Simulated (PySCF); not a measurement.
**Solvent effects on NMR parameters**

Atom-mapped SMILES (the numbers label the heavy atoms): `[CH2:1]=[CH:2][c:3]1[cH:4][cH:5][c:6]([CH2:7][F:8])[cH:9][cH:10]1`. Each H is labelled by its parent atom. Ha(C1) is cis to C3; Hb(C1) is trans to C3.

GIAO PBE0/pcSseg-1 in PySCF 2.14.0 with density-fitted response routines on one PBE0-D3(BJ)/def2-SVP conformer, non-relativistic, equivalent nuclei averaged. Solvents enter as an IEF-PCM continuum (cyclohexane with ε = 2.0, dimethylsulfoxide with ε = 46.8) around the gas-phase geometry. Shifts are referred to TMS, CFCl3 computed in the same medium.

In cyclohexane, δ in ppm: C6 144.9, C2 144.7, C3 140.0, C4/C10 132.2, C5/C9 128.1, C1 119.7, C7 84.9, F8 -259.1, H(C4)/H(C10) 7.67, H(C5)/H(C9) 7.42, H(C2) 6.70, Ha(C1) 6.30, H(C7) 5.68, Hb(C1) 5.63. Dipole moment 1.70 D.

Problem. How does each δ change in the more polar medium?

Solution. 
```tsv
atoms	environment	Δδ, dimethylsulfoxide
C6	substituted aromatic carbon	+1.7
C2	alkene CH	+0.7
C3	substituted aromatic carbon	+0.2
C4/C10	aromatic CH	+0.8
C5/C9	aromatic CH	+0.9
C1	terminal =CH2 carbon	+1.5
C7	sp3 CH2 bonded to F, on an aromatic ring	+1.1
F8	fluorine on an sp3 carbon	-1.5
H(C4)/H(C10)	hydrogen on an aromatic CH	+0.17
H(C5)/H(C9)	hydrogen on an aromatic CH	+0.12
H(C2)	hydrogen on an alkene CH	+0.14
Ha(C1)	hydrogen on a terminal =CH2 carbon	+0.14
H(C7)	hydrogen on an sp3 CH2 bonded to F, on an aromatic ring	+0.15
Hb(C1)	hydrogen on a terminal =CH2 carbon	+0.14
```

Changes are relative to cyclohexane. The dipole moment becomes 2.02 D in dimethylsulfoxide.

Problem. Which nuclei move most (in ppm), and what does the model miss?

Solution. C6 (substituted aromatic carbon, +1.7 ppm) in dimethylsulfoxide. A continuum only polarises the solute; specific hydrogen bonds, the anisotropy of aromatic solvents and changes of geometry or conformer are outside it.
